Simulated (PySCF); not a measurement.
**Spectroscopy problems**

Non-relativistic Hamiltonian, a single conformation, one averaged value for each set of equivalent atoms, in vacuum. Shieldings: GIAO PBE0/pcSseg-1; structure optimised with GFN2-xTB; PySCF.

Chemical shifts δ = σref − σ; TMS for ¹H (31.72 ppm) and ¹³C (186.93 ppm), all at this level. Splittings of carbon signals by F and P are missing where no couplings were computed. Where no couplings were computed, multiplicities follow the n + 1 count of equivalent neighbours, and m marks all less simple cases (inequivalent or close neighbours, rings, F or P nearby). Shifts are as computed. Against solution values, carbons near 30 ppm lie about +3 ppm off and those near 130 ppm about +5 ppm; carbons on Cl a further +6 ppm. Of 1211 compounds with measured shifts, 218 miss one by over three times the rms of a fit or turn the order of signals round; such compounds aren't used in these exercises. Carbons bonded to Cl come out too deshielded.

(1) C₆H₁₁PSi. ¹H NMR (600 MHz, computed): δ 6.97 (m, 1H), 4.92 (m, 1H), 4.30 (s, 3H), 2.39 (m, 3H), 2.37 (m, 3H). ¹³C{¹H} NMR (computed): δ 169.2, 152.9, 150.0, 145.9, 20.8, 19.9. Identify the compound.

(2) C₅H₂Cl₂O₂. ¹H NMR (300 MHz, computed): δ 7.65 (m, 1H), 7.63 (m, 1H). ¹³C{¹H} NMR (computed): δ 164.1, 151.7, 150.3, 133.2, 130.5. Give a structure.

(3) C₇H₅F₃. ¹H NMR (400 MHz, computed): δ 8.07 (m, 2H), 7.85 (m, 1H), 7.83 (m, 2H). ¹³C{¹H} NMR (computed): δ 137.6 (C), 137.3 (CH), 134.3 (CH), 133.9 (C), 132.2 (CH). Identify the compound.

Results:

(1) SMILES Cc1cc([SiH3])c(C)[pH]1. 6 carbon signals for 6 carbons: no two carbons are equivalent. Carbon types of the structure: 3 × C, 1 × CH, 2 × CH3, leaving 4 H on heteroatoms. δC 169.2, 152.9, 145.9: unsaturated ring carbon. δC 150.0: unsaturated ring CH. δC 20.8, 19.9: methyl carbon on an unsaturated ring; aliphatic region, no heteroatom directly attached. δH 4.30: hydrogen on a silicon bonded to C.

The shifts were computed for this structure.

(2) SMILES O=C(Cl)c1cc(Cl)co1. Rings plus π bonds: 4 (1 ring in the answer). 5 carbon signals for 5 carbons: no two carbons are equivalent. Carbon types of the structure: 3 × C, 2 × CH, which accounts for all hydrogens. δC 151.7: aromatic CH next to the ring oxygen. δC 150.3: substituted aromatic carbon next to the ring oxygen. δC 133.2: aromatic carbon bearing chlorine. δC 130.5: aromatic CH; the aromatic region.

The data come from this structure; uniqueness wasn't tested.

(3) `FC(F)(F)c1ccccc1`. Rings plus π bonds: 4 (1 ring in the answer). 5 carbon signals for 7 carbons: some carbons are equivalent by symmetry or fast rotation. Carbon types of the structure: 2 × C, 5 × CH, which accounts for all hydrogens. δC 137.6: substituted aromatic carbon. δC 137.3, 134.3, 132.2: aromatic CH; the aromatic region. δC 133.9: CF3 carbon; 3 electronegative neighbours deshield it. δH 8.07, 7.85, 7.83: hydrogen on an aromatic CH; it sits in the deshielding region of the aromatic ring current.

This is the structure that produced the data.
